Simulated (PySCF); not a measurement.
`[C-]#CCCCCC` (charge -1). The geometry is computed with GFN2-xTB (gas phase).

```
atom  x, y, z in Å
C1     4.6523    0.2859   -0.1102
C2     3.5263   -0.1952   -0.0130
C3     2.1653   -0.7904    0.1065
C4     1.0592    0.2658   -0.0500
C5    -0.3521   -0.3152    0.0681
C6    -1.4391    0.7461   -0.0923
C7    -2.8457    0.1667    0.0249
H8     2.0025   -1.5748   -0.6625
H9     2.0303   -1.2859    1.0909
H10    1.1695    0.7517   -1.0258
H11    1.1969    1.0385    0.7144
H12   -0.4620   -0.7981    1.0452
H13   -0.4879   -1.0888   -0.6955
H14   -1.3271    1.2280   -1.0675
H15   -1.3006    1.5165    0.6714
H16   -3.0119   -0.5879   -0.7424
H17   -3.5994    0.9453   -0.0915
H18   -2.9852   -0.3020    0.9978
```

Problem. How far are the heavy atoms from their best plane (unweighted least squares)?

Solution. 0.001 Å rms; none is more than 0.001 Å off.

Problem. Work out the bond lengths C1≡C2, C3–H8, C4–H10, C5–H12, C5–H13, C7–H16, C7–H17, C7–H18 in pm.

Solution. For C1≡C2 the difference vector is (-1.1260, -0.4811, 0.0972) Å, of length 1.2283 Å. C1≡C2 122.8; C3–H8 111.0; C4–H10 109.6; C5–H12 109.5; C5–H13 109.5; C7–H16 108.9; C7–H17 109.0; C7–H18 108.9 pm.

Problem. Where is the centre of mass (commonest isotopes), and what is the radius of gyration?

Solution. Mass 95.086 u; centre at (0.782, 0.019, -0.006) Å; Rg = √(Σ m r²/M) = 2.573 Å. As Ia + Ib + Ic = 2 Σ m r², the three principal moments sum to 1258.8 u·Å².

Problem. Give the dihedral angles H15–C6–C7–H16, H11–C4–C5–H12, H8–C3–C4–C5.

Solution. H15–C6–C7–H16 179° (antiperiplanar); H11–C4–C5–H12 -63° (synclinal); H8–C3–C4–C5 57° (synclinal). Dihedral signs follow IUPAC: positive where, seen along the central bond, the front bond turns clockwise onto the rear one.

Problem. What is the repulsion energy of the bare nuclei, Σ ZA·ZB/RAB?

Solution. 262.59 Eh over 153 pairs, with full nuclear charges and distances in bohr; the largest single term is 15.51 Eh (C1 with C2).

Problem. What are the angles C1–C2–C3, C2–C3–H8, H8–C3–H9, C4–C5–H12, C4–C5–C6, H16–C7–H18, C6–C7–H18?

Solution. From the scalar product of the two bond vectors; for C1–C2–C3 it is -1.8304 Å² over 1.2283 × 1.4902 Å², cos θ = -0.999964. C1–C2–C3 179.5°; C2–C3–H8 111.1°; H8–C3–H9 106.3°; C4–C5–H12 109.2°; C4–C5–C6 112.6°; H16–C7–H18 108.2°; C6–C7–H18 110.5°.

The point group is Cs within 0.08 Å; differences among equivalent distances and angles are scatter left by the optimiser. Whether it is a minimum is left open (no frequencies).

One conformer stands for the species.
